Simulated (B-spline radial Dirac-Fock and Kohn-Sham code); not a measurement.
## Photoionisation of zinc ions at Al Kα (taken as 1486.9 eV)

Model: independent-particle photoionisation in a Dirac-Hartree-Slater potential with a Latter tail, all multipoles, thresholds from Dirac-Fock ΔSCF. Program: a radial finite-basis atomic code. Cross sections in kb; a dash marks an empty subshell or a threshold above the photon energy.

```
  ion  configuration  total  2p1/2  2p3/2    3s  3p1/2  3d3/2
   Zn  [Ar] 3d10 4s2  544.0    135    261  14.6   13.4   4.47
 Zn²⁺      [Ar] 3d10  543.7    135    262  14.5   13.4   4.60
 Zn³⁺       [Ar] 3d9  545.6    136    263  14.8   13.6   4.45
 Zn⁴⁺       [Ar] 3d8  546.1    135    262  15.1   14.0   4.25
 Zn⁸⁺       [Ar] 3d4  556.0    137    264  16.9   16.1   2.96
 Zn⁹⁺       [Ar] 3d3  559.4    137    266  17.5   16.6   2.40
Zn¹¹⁺       [Ar] 3d1  482.0    139    269  18.8   17.9  0.921
Zn¹⁶⁺   [Ne] 3s2 3p2  43.29      –      –  22.2   7.17      –
```

Values without a named source are computed, but for edge energies of neutral atoms, which are taken from tables.
